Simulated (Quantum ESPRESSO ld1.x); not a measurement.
Task: These are the eigenvalues of the occupied orbitals of an atom or ion with whole-number occupations (Ry). Method: scalar-relativistic Kohn-Sham, LDA (Slater exchange, Perdew-Wang correlation), spin-polarised, spherical densities, point nucleus; computed with ld1.x of Quantum ESPRESSO 7.5.

orbital  eigenvalue
1s down    -6293.54
1s up      -6293.54
2s down    -1123.94
2s up      -1123.94
2p down    -967.484
2p up      -967.484
3s up      -271.278
3s down    -271.276
3p up      -226.260
3p down    -226.259
3d up      -179.583
3d down    -179.582
4s up      -63.5707
4s down    -63.5694
4p up      -48.8072
4p down    -48.8062
4d up      -31.5073
4d down    -31.5064
4f up      -12.3367
4f down    -12.3353
5p up      -9.11563
5p down    -9.10483
5d up      -4.36053
5d down    -4.33381
5f up      -1.07891

Which element is it, and in what charge state? The configuration may be excited. Open shells, if any, are filled with parallel spins first.

Result: Z = 81, thallium, charge +3: Tl3+ in [Kr] 4d10 4f14 5p6 5d10 5f2. The list shows which subshells hold electrons but not how many an open one holds; the 1s level, -3146.8 hartree, gives Z - s = 79.3 by -(Z - s)^2/2, which with screening and relativity narrows Z to a few neighbours, and the depths of the outer levels then fix element, charge and occupations together.
